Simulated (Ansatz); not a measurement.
`[OH][Sc]([OH])[O][SiH3]` + `[OH][In]([SH])[O][SiH3]` → `[SiH3][O][In]([SH])[O][SiH3]` + `[OH][Sc]([OH])[OH]`  (ligand exchange at the Si–O bond)

Computed with Ansatz on PBE0-D4/def2-TZVP structures; ΔE is electronic, products minus reactants. CCSD(T)/CBS adds triple-zeta CCSD(T) − MP2 to the extrapolated MP2 energy (def2 sets, frozen cores). Functionals use def2-TZVPP. Elements past krypton have def2 core potentials. For In, Sc outer-core shells are correlated without core-valence functions, which leaves a few kJ/mol of doubt a bond. Scalar relativity is left out up to krypton. Each species was taken in one conformer, which may not be the lowest.

| species | B2PLYP energy (Eh) |
| --- | --- |
| `[OH][Sc]([OH])[O][SiH3]` | -1278.81564 |
| `[OH][In]([SH])[O][SiH3]` | -1030.91948 |
| `[SiH3][O][In]([SH])[O][SiH3]` | -1321.53793 |
| `[OH][Sc]([OH])[OH]` | -988.19105 |

Problem. Work out ΔE.

Solution. ΔE = (-1321.53793) + (-988.19105) − (-1278.81564) − (-1030.91948) = 0.00614 Eh = +16.1 kJ/mol. CCSD(T)/CBS gives +14.6 kJ/mol.

Largest T1 diagnostic among the species: 0.016.

The D4 term adds −4.9 kJ/mol with B3LYP and −2.9 kJ/mol with PBE0; it sums over pairs of atoms, weighted by their polarisabilities, and B3LYP, whose exchange is more repulsive, gets the larger term.

B3LYP here is the variant with VWN-RPA as its local correlation; programs differ in this.
